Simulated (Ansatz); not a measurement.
Mulliken charges of C3H5Si, SMILES `[C]#C[SiH2]C` radical from ωB97M-V/def2-TZVPP in Ansatz (PBE0-D4/def2-TZVP geometry).

| atom | x (Å) | y (Å) | z (Å) | charge (e) |
| --- | --- | --- | --- | --- |
| C1 | 2.757 | -1.240 | -0.105 | -0.053 |
| C2 | 1.806 | -0.490 | -0.180 | -0.159 |
| Si3 | 0.340 | 0.607 | -0.275 | 0.320 |
| C4 | -1.172 | -0.300 | 0.326 | -0.435 |
| H5 | 0.190 | 1.029 | -1.691 | -0.024 |
| H6 | 0.622 | 1.802 | 0.559 | -0.024 |
| H7 | -2.050 | 0.349 | 0.270 | 0.121 |
| H8 | -1.360 | -1.185 | -0.284 | 0.127 |
| H9 | -1.044 | -0.617 | 1.363 | 0.127 |

Problem. By hand: the dipole of these point charges (1 e Å = 4.8032 D).

Solution. Σ q r = (-0.388, 0.214, 0.001) e Å, of length 0.443 e Å = 2.13 D.

Problem. How does the dipole of the full density compare? (An estimate is asked.)

Solution. Computed: (-0.267, 0.009, 0.048) e Å, 1.30 D; the point charges give 1.64 times that, at 29° from its direction.

Point charges leave out the atoms' own dipoles, such as those of lone pairs, and Mulliken's split depends on the basis, so the two needn't agree.
